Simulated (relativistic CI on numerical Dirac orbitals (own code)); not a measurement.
## How the errors of a small relativistic CI change along the 31-electron sequence

Levels calculated with a relativistic CI code on KLI orbitals, against measured ones, in five cumulative steps: (1) Dirac-Coulomb, each configuration alone; (2) with Breit and QED terms; (3) with configuration mixing; (4) with scaled Slater integrals; (5) with a P86 correlation estimate. Each ion has its own short list of configurations; levels above 2,000 cm⁻¹ that pair in every step are counted, and ions without enough such levels are left out. The scale is 0.85 up to charge 4 and 0.9 beyond; P86 is a density functional added for each configuration.

Median relative error (%):

| Ion | Ground | Levels | (1) | (2) | (3) | (4) | (5) |
| --- | --- | --- | --- | --- | --- | --- | --- |
| Ga I | 4s2 4p | 6 | 9.7 | 9.7 | 2.0 | 1.4 | 10.4 |
| Ge II | 4s2 4p | 17 | 5.0 | 5.0 | 3.2 | 1.1 | 5.9 |
| As III | 4s2 4p | 13 | 2.9 | 2.9 | 2.7 | 1.4 | 4.3 |
| Se IV | 4s2 4p | 16 | 1.9 | 1.9 | 2.1 | 1.0 | 3.0 |
| Br V | 4s2 4p | 8 | 2.7 | 2.6 | 2.6 | 0.8 | 0.9 |
| Kr VI | 4s2 4p | 36 | 3.1 | 3.3 | 1.4 | 0.7 | 0.8 |
| Rb VII | 4s2 4p | 16 | 2.5 | 2.3 | 1.7 | 0.4 | 0.8 |
| Sr VIII | 4s2 4p | 9 | 3.1 | 2.9 | 2.5 | 1.0 | 0.7 |

Mean absolute error (cm⁻¹):

| Ion | (1) | (2) | (3) | (4) | (5) |
| --- | --- | --- | --- | --- | --- |
| Ga I | 3054 | 3069 | 787 | 434 | 3450 |
| Ge II | 5825 | 5861 | 3637 | 1648 | 4257 |
| As III | 3656 | 3666 | 5235 | 2262 | 4703 |
| Se IV | 3440 | 3493 | 3903 | 1503 | 4308 |
| Br V | 4057 | 3990 | 3701 | 1331 | 2012 |
| Kr VI | 9278 | 9472 | 4238 | 2499 | 2761 |
| Rb VII | 7661 | 7610 | 3530 | 1707 | 1893 |
| Sr VIII | 7725 | 7575 | 3978 | 1464 | 1247 |

In step (3), fully ab initio, the relative error is 2.0 % for Ga I and 2.5 % for Sr VIII, while the absolute error goes from 787 to 3978 cm⁻¹. The usual fall of relative errors with the charge does not show here. The sets of levels differ from ion to ion, which blurs the trend. Mixing (step 3) lowers the mean absolute error for 6 of the 8 ions and scaling (step 4) for 8. The P86 step changes the mean absolute error by a factor of 7.9 for the first ion and 0.9 for the last.

Sources of the measured levels: Ga I, NIST Handbook of Basic Atomic Spectroscopic Data (Sansonetti and Martin, J. Phys. Chem. Ref. Data 34, 1559 (2005)); Ge II, NIST Handbook of Basic Atomic Spectroscopic Data (Sansonetti and Martin, J. Phys. Chem. Ref. Data 34, 1559 (2005)); As III, Moore, Atomic Energy Levels, vol. II, NSRDS-NBS 35 (1971 reprint of NBS Circular 467, 1952); Se IV, Moore, Atomic Energy Levels, vol. II, NSRDS-NBS 35 (1971 reprint of NBS Circular 467, 1952); Br V, Moore, Atomic Energy Levels, vol. II, NSRDS-NBS 35 (1971 reprint of NBS Circular 467, 1952); Kr VI, Saloman, J. Phys. Chem. Ref. Data 36, 215 (2007); Rb VII, Sansonetti, J. Phys. Chem. Ref. Data 35, 301 (2006); Sr VIII, Sansonetti, J. Phys. Chem. Ref. Data 41, 013102 (2012).
